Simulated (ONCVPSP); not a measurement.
Plane-wave convergence, ONCV potential for Nb

ONCVPSP 4.0.1 input, shortened (lines: element, Z, core and valence counts, functional; n l f; lmax; l rc ep ncon nbas qcut; lloc lpopt rc5 dvloc0; l nproj debl; icmod fcfact rcfact), PBE, scalar-relativistic:

```
  Nb 41.00    8    2        4      upf
    1    0    2.00
    2    0    2.00
    2    1    6.00
    3    0    2.00
    3    1    6.00
    3    2   10.00
    4    0    2.00
    4    1    6.00
    4    2    4.00
    5    1    1.00
    2
    0    3.15    0.23    4    8    1.80
    1    4.00    0.00    5   10    2.20
    2    2.35    0.00    3    7    8.10
    4    5    2.00    2.00
    0    1    0.80
    1    1    0.90
    2    2    1.00
    0    0.00    0.00
```

In the s channel the program set the typed energies aside and used 0.050 Ha.

Task: For each optimised wave give the share of its norm inside rc, the residual kinetic energy above qcut (Ha) and the cutoffs (Ha) for errors of 10, 1, 0.1 and 0.01 mHa per electron.

Result:

| wave | norm inside rc | residual KE | 10 mHa | 1 mHa | 0.1 mHa | 0.01 mHa |
| --- | --- | --- | --- | --- | --- | --- |
| s projector 1 | 0.124 | 2.4e-03 | 0.7 | 3.0 | 15.0 | 18.2 |
| 5p | 0.318 | 7.6e-05 | 0.3 | 1.1 | 2.5 | 11.4 |
| 4d | 0.668 | 4.9e-10 | 11.5 | 15.4 | 18.8 | 21.8 |
| d projector 2 | 0.104 | 4.3e-10 | 11.0 | 15.4 | 19.2 | 22.6 |

The occupied waves need 15 Ha and 19 Ha for 1 and 0.1 mHa. Note: no bound ghost flagged but for a GHOST(-) flag that falls on a real empty level of the atom; GHOST(+) flagged for s at 4.9 eV. 2 of 4 tests not solved or not reliable.
